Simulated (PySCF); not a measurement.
Simulation results for CH6AlBO, C2H9BSi, CH5BOSi, CH6BOSi

All values are calculated (PySCF 2.14.0). Calculation on a computer-drawn molecule: the log of a Hartree-Fock and frozen-core CCSD(T) single point meant for a local Hartree-Fock minimum, with one planted fault or none, to be diagnosed. Offsets are logged minus clean, where the clean run is the same molecule without the fault. The reference is restricted for singlets and unrestricted otherwise, and also for a bond in bohr or an excited solution. Adding or removing an electron swaps singlet and doublet. The excited solution moves the top pair (singlet) or top alpha electron (doublet) to the lowest empty orbital. Highest occupied and lowest empty are orbital energies over both spins, largest force is the largest gradient component, triples share is (T) over the correlation energy, the T1 limit is 0.02 restricted and 0.045 unrestricted, electrons count all cores, a negative frequency is imaginary (commonest isotopes), and the dipole is about the centre of nuclear charge.

Common to all runs: meant charge 0; meant basis cc-pV(D+d)Z; logged SCF converged yes; possible faults no fault, one electron removed, one electron added, multiplicity raised by two, geometry at a saddle point, SCF held on an excited solution, minimal basis STO-3G, one bond length entered in bohr, all coordinates scaled.

(1) 
```xyz
10
formula=CH6AlBO meant_multiplicity=1 logged_electrons=38 logged_basis_functions=95 logged_spin_squared=2.0388 logged_highest_occupied=-4.5479 logged_lowest_empty=-2.0653 logged_largest_force=0.11016 logged_T1_diagnostic=0.042773 logged_D1_diagnostic=0.25863 logged_triples_share=0.027319 logged_CC_converged=yes logged_dipole_magnitude=7.9973 logged_SCF_stable_within_its_kind=yes logged_energy_HF=-382.72366 logged_energy_CCSD(T)=-383.24342 planted_fault=multiplicity_raised_by_two HF_energy_offset_from_clean_run=131.9 CCSD(T)_energy_offset_from_clean_run=142
C     -0.7331     0.3884    -0.6826
B      0.8013     0.7478    -0.8058
O      1.4535     0.7279    -1.9826
Al     2.3719     0.7372    -3.3952
H     -1.2804     1.2313    -0.2442
H     -0.8662    -0.4484     0.0132
H     -1.1999     0.1272    -1.6356
H      1.4235     1.0538     0.1876
H      3.0981    -0.5915    -3.8145
H      2.4415     2.0705    -4.2237
```

Units: logged_highest_occupied, logged_lowest_empty in eV; logged_largest_force in hartree/bohr; logged_dipole_magnitude in debye; logged_energy_HF, logged_energy_CCSD(T) in hartree; HF_energy_offset_from_clean_run, CCSD(T)_energy_offset_from_clean_run in kcal/mol.

Drawn bonds:
```csv
atom,other atom,order
1,2,1
2,3,1
3,4,1
1,5,1
1,6,1
1,7,1
2,8,1
4,9,1
4,10,1
```

(2) 
```xyz
13
formula=C2H9BSi meant_multiplicity=1 logged_electrons=40 logged_basis_functions=110 logged_spin_squared=0 logged_highest_occupied=-4.9942 logged_lowest_empty=-3.1431 logged_largest_force=0.098274 logged_CC_converged=no logged_dipole_magnitude=2.802 logged_SCF_stable_within_its_kind=no logged_energy_HF=-394.19275 planted_fault=SCF_held_on_an_excited_solution HF_energy_offset_from_clean_run=248.6
C     -0.5469    -0.8331    -0.8216
B      0.4906     0.1394    -0.1411
Si     0.7263     2.0956    -0.6996
C      2.3994     2.8414    -0.2407
H     -1.0084    -1.5290    -0.1154
H      0.0468    -1.4537    -1.5123
H     -1.3239    -0.3489    -1.4166
H      1.1818    -0.3142     0.7380
H      0.5078     2.2454    -2.1661
H     -0.3557     2.8720    -0.0256
H      2.5687     2.7782     0.8378
H      2.4564     3.8933    -0.5323
H      3.2147     2.3092    -0.7392
```

Units: logged_highest_occupied, logged_lowest_empty in eV; logged_largest_force in hartree/bohr; logged_dipole_magnitude in debye; logged_energy_HF in hartree; HF_energy_offset_from_clean_run in kcal/mol.

Drawn bonds:
```csv
atom,other atom,order
1,2,1
2,3,1
3,4,1
1,5,1
1,6,1
1,7,1
2,8,1
3,9,1
3,10,1
4,11,1
4,12,1
4,13,1
```

Notes: CCSD not converged.

(3) 
```xyz
9
formula=CH5BOSi meant_multiplicity=1 logged_electrons=38 logged_basis_functions=90 logged_spin_squared=0 logged_highest_occupied=-10.66 logged_lowest_empty=0.96926 logged_largest_force=0.052711 logged_T1_diagnostic=0.02199 logged_D1_diagnostic=0.080452 logged_triples_share=0.032733 logged_CC_converged=yes logged_dipole_magnitude=5.0067 logged_SCF_stable_within_its_kind=yes logged_energy_HF=-429.22627 logged_energy_CCSD(T)=-429.79795
C     -2.0174    -0.8568     0.2957
B     -0.5409    -0.4054     0.8233
Si     0.2932     1.5155     0.5427
O      0.9641     1.9952    -0.7827
H     -2.4659    -0.2111    -0.5189
H     -2.0430    -1.9444    -0.0257
H     -2.7044    -0.7839     1.2072
H      0.1372    -1.2233     1.4794
H      0.2046     2.4255     1.7853
```

Units: logged_highest_occupied, logged_lowest_empty in eV; logged_largest_force in hartree/bohr; logged_dipole_magnitude in debye; logged_energy_HF, logged_energy_CCSD(T) in hartree.

Drawn bonds:
```csv
atom,other atom,order
1,2,1
2,3,1
3,4,2
1,5,1
1,6,1
1,7,1
2,8,1
3,9,1
```

Notes: T1 above single-reference limit.

(4) 
```xyz
10
formula=CH6BOSi meant_multiplicity=2 logged_electrons=39 logged_basis_functions=95 logged_spin_squared=1.4551 logged_highest_occupied=-7.6285 logged_lowest_empty=1.1392 logged_largest_force=0.020663 logged_T1_diagnostic=0.05623 logged_D1_diagnostic=0.26129 logged_triples_share=0.033567 logged_CC_converged=yes logged_dipole_magnitude=1.4895 logged_SCF_stable_within_its_kind=yes logged_energy_HF=-429.71706 logged_energy_CCSD(T)=-430.28199
C      0.0985    -1.1520    -2.1147
B      0.5671    -1.8425    -0.7645
Si     1.4319    -3.5624    -0.6986
O      1.9424    -4.3340     0.6610
H     -0.9785    -0.9525    -2.0732
H      0.4781    -2.2352    -3.8310
H      0.5852    -0.1752    -2.2180
H      0.3842    -1.2822     0.2871
H      1.7717    -4.4505    -1.8213
H      1.8066    -3.9086     1.4954
```

Units: logged_highest_occupied, logged_lowest_empty in eV; logged_largest_force in hartree/bohr; logged_dipole_magnitude in debye; logged_energy_HF, logged_energy_CCSD(T) in hartree.

Drawn bonds:
```csv
atom,other atom,order
1,2,1
2,3,1
3,4,1
1,5,1
1,6,1
1,7,1
2,8,1
3,9,1
4,10,1
```

Notes: T1 above single-reference limit.

Questions
1. Give the missing planted fault for CH5BOSi (entry 3).
2. CH6BOSi (entry 4): planted fault?

Answers
1. all coordinates scaled, by +3.8 %
2. one bond length entered in bohr, row 5 of the drawn bonds

Further results for CH5BOSi (entry 3):

- HF energy offset from clean run: 7.492 kcal/mol
- CCSD(T) energy offset from clean run: 1.754 kcal/mol

Further results for CH6BOSi (entry 4):

* HF energy offset from clean run: 79.29 kcal/mol
* CCSD(T) energy offset from clean run: 80.28 kcal/mol
